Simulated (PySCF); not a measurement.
## Spectroscopy problems

Computed data (PySCF 2.14): PBE0/pcSseg-1 with gauge-including orbitals, GFN2-xTB structure. No relativistic terms, isolated molecule, rapidly exchanging positions averaged, one conformer.

References, each an isolated molecule treated in the same way: 1H (σref 31.72), 13C (σref 186.93) against TMS. Splittings of carbon signals by F and P are missing where no couplings were computed. Where no couplings were computed, multiplicities follow the n + 1 count of equivalent neighbours, and m marks all less simple cases (inequivalent or close neighbours, rings, F or P nearby). Shifts are as computed. Against solution values, carbons near 30 ppm lie about +3 ppm off and those near 130 ppm about +5 ppm; carbons on Cl a further +6 ppm. Of 1211 compounds with measured shifts, 218 miss one by over three times the rms of a fit or turn the order of signals round; such compounds aren't used in these exercises. Carbons bonded to Cl come out too deshielded.

**Question.** C₇H₁₆P₂. 1H NMR (600 MHz, computed): δ 1.72 (m, 4H), 1.68 (m, 4H), 1.38 (m, 2H), 1.13 (m, 3H), 1.02 (m, 3H). 13C{1H} NMR (computed): δ 32.1, 30.6, 30.2, 17.7, 12.3. What is it?

**Answer.** `InChI=1S/C7H16P2/c1-3-9-6-4-8(2)5-7-9/h3-7H2,1-2H3`. 5 carbon signals for 7 carbons: some carbons are equivalent by symmetry or fast rotation. Carbon types of the structure: 5 × CH2, 2 × CH3, which accounts for all hydrogens. δC 32.1, 30.6, 30.2: sp3 CH2 bonded to P. δC 17.7: methyl carbon bonded to P. δC 12.3: methyl carbon; saturated and bonded to C and H only. δH 1.72, 1.68, 1.38: hydrogen on an sp3 CH2 bonded to P.

This is the structure that produced the data.

**Question.** C₄H₅ClF₂. 1H NMR (400 MHz, computed): δ 5.29 (m, 1H), 5.19 (m, 1H), 4.38 (m, 1H), 2.78 (m, 1H), 2.40 (m, 1H). 13C{1H} NMR (computed): δ 98.5 (CH), 86.5 (CH), 65.6 (CH), 37.3 (CH2). What is it?

**Answer.** SMILES F[C@@H]1C[C@@H](F)C1Cl. Rings plus π bonds: 1 (1 ring in the answer). 4 carbon signals for 4 carbons: no two carbons are equivalent. Carbon types of the structure: 3 × CH, 1 × CH2, which accounts for all hydrogens. δC 98.5, 86.5: sp3 CH bonded to F; pulled downfield by the heteroatom. δC 65.6: sp3 CH bonded to Cl; deshielded by the electronegative neighbour. δC 37.3: sp3 CH2 in a ring; aliphatic region, no heteroatom directly attached. δH 5.29, 5.19: hydrogen on an sp3 CH bonded to F; its carbon carries F, an electronegative neighbour.

This is the structure that produced the data.

**Question.** C₅H₇ClF₂. 1H NMR (400 MHz, computed): δ 6.19 (m, 1H), 5.74 (m, 1H), 3.00 (m, 2H), 1.89 (d, 3H). 13C{1H} NMR (computed): δ 143.6 (C), 141.1 (CH), 127.3 (CH), 43.5 (CH2), 16.3 (CH3). What is it?

**Answer.** `InChI=1S/C5H7ClF2/c1-2-3-4-5(6,7)8/h2-3H,4H2,1H3/b3-2-`. The formula gives 1 degree of unsaturation (no ring in the answer). 5 carbon signals for 5 carbons: no two carbons are equivalent. Carbon types of the structure: 1 × C, 2 × CH, 1 × CH2, 1 × CH3, which accounts for all hydrogens. δC 143.6: fully substituted sp3 carbon bonded to Cl and 2 F; 3 electronegative neighbours deshield it. δC 141.1, 127.3: alkene CH; as expected for a trigonal carbon in a double bond. δC 16.3: allylic methyl carbon; aliphatic region, no heteroatom directly attached. δH 3.00: hydrogen on an allylic sp3 CH2; allylic position.

The data come from this structure; uniqueness wasn't tested.
